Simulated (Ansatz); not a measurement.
Au₄Cl₃, relaxed as a doublet with UKS r2SCAN-D4/def2-SVP in Ansatz, starting from the GFN2-xTB geometry. Force threshold 0.02 eV/Å.

In the def2 sets Au takes a core potential; there is no spin–orbit coupling. The structure comes from a short search, and lower isomers may exist.

Start:

```xyz
7

Au   -2.0167    0.6353   -0.6400
Au    2.6273    0.1410    0.9351
Au    0.5105    1.5499    0.3683
Au    0.1906   -1.2427   -0.0907
Cl    2.2378   -2.2895    0.5528
Cl   -1.5279    2.8445   -0.1600
Cl   -2.0215   -1.6385   -0.9655
```

Task: Estimate the energy that the relaxation releases and the steps that it takes.

Result: 15.1 kJ/mol, in 9 steps; 1.9 min on 4 threads of Arm Neoverse V1 on a shared host. The force fell under the threshold at step 6, but the optimiser went on. No frequencies were taken in this run, so the end may be a saddle point.

Task: Does the start keep its bonding and symmetry?

Result: By distances, no bond broke or formed, bridged metal pairs apart. The bond that changes most is Au3–Au4, from 2.85 to 3.37 Å (atoms count from 1). Metal–metal contacts that move far: Au3–Au4 2.85 to 3.37 Å, Au2–Au4 2.98 to 3.49 Å. The end is the same structure that another start reached, the lowest one found.

Task: Predict the relaxed structure.

Result: 
```xyz
7

Au   -1.967    0.671   -0.624
Au    2.688    0.290    0.986
Au    0.546    1.581    0.397
Au    0.082   -1.709   -0.187
Cl    2.263   -2.109    0.569
Cl   -1.462    2.917   -0.138
Cl   -2.150   -1.642   -1.002
```
Bond lengths (bridged metal pairs left out): 6 × Au–Cl 2.34 to 2.47 Å; 1 × Au–Au 2.57 Å.
